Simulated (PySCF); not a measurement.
A side-by-side comparison of computed properties.

First species: C8H16Si.
SMILES with atom numbers: `[CH2:1]=[CH:2][C@H:3]1[CH2:4][Si@H:5]([CH2:6][CH2:7][CH3:8])[CH2:9]1` (hydrogens: H10, H11 on C1; H12 on C2; H13 on C3; H14, H15 on C4; H16 on Si5; H17, H18 on C6; H19, H20 on C7; H21, H22, H23 on C8; H24, H25 on C9)

Second species: 5-chloro-2-hydroxypyridine, C5H4ClNO.
Numbering: `[OH:1][c:2]1[cH:3][cH:4][c:5]([Cl:6])[cH:7][n:8]1` (hydrogens: H9 on O1; H10 on C3; H11 on C4; H12 on C7)

Levels: PBE0/pcSseg-1 for dipole moment, HOMO energy, LUMO energy and HOMO–LUMO gap; GFN2-xTB for rotational constant A and rotational constant C. Geometries: GFN2-xTB. Each structure is a single optimised conformer of the isolated species, non-relativistic unless stated. Electronic properties by PySCF.

Dipoles, sizes and rotational constants follow the conformer. The torsions of the flexible species, by atom-mapped SMILES:
- `[CH2:1]=[CH:2][C@H:3]1[CH2:4][Si@H:5]([CH2:6][CH2:7][CH3:8])[CH2:9]1`: C1–C2–C3–C4 124°, C4–Si5–C6–C7 73°, Si5–C6–C7–C8 180°
- `[OH:1][c:2]1[cH:3][cH:4][c:5]([Cl:6])[cH:7][n:8]1`: H–O1–C2–C3 180°

Task: Which has the higher dipole moment?

Result: The first: 1.07 D against 0.84 D, a difference of 0.23 D.

Task: Which has the higher LUMO energy?

Result: The first: 0.41 eV against -1.15 eV, a difference of 1.56 eV.

Task: Which has the higher HOMO–LUMO gap?

Result: The first: 7.64 eV against 5.82 eV, a difference of 1.82 eV.

Task: Which of the two has the higher HOMO energy, and by how much?

Result: The second: -6.97 eV against -7.23 eV, a difference of 0.26 eV.

Task: Which has the higher rotational constant C?

Result: The second: 0.863 GHz against 0.494 GHz, a difference of 0.369 GHz.

Task: Which has the higher rotational constant A?

Result: The second: 5.851 GHz against 4.840 GHz, a difference of 1.011 GHz.

On the first: The dipole matches unit charges of opposite sign 0.22 Å apart (1 e·Å = 4.8032 D). A dipole of 1.07 D is allowed in C1, and pure rotational transitions are dipole-allowed.

On the second: The dipole matches unit charges of opposite sign 0.18 Å apart (1 e·Å = 4.8032 D).
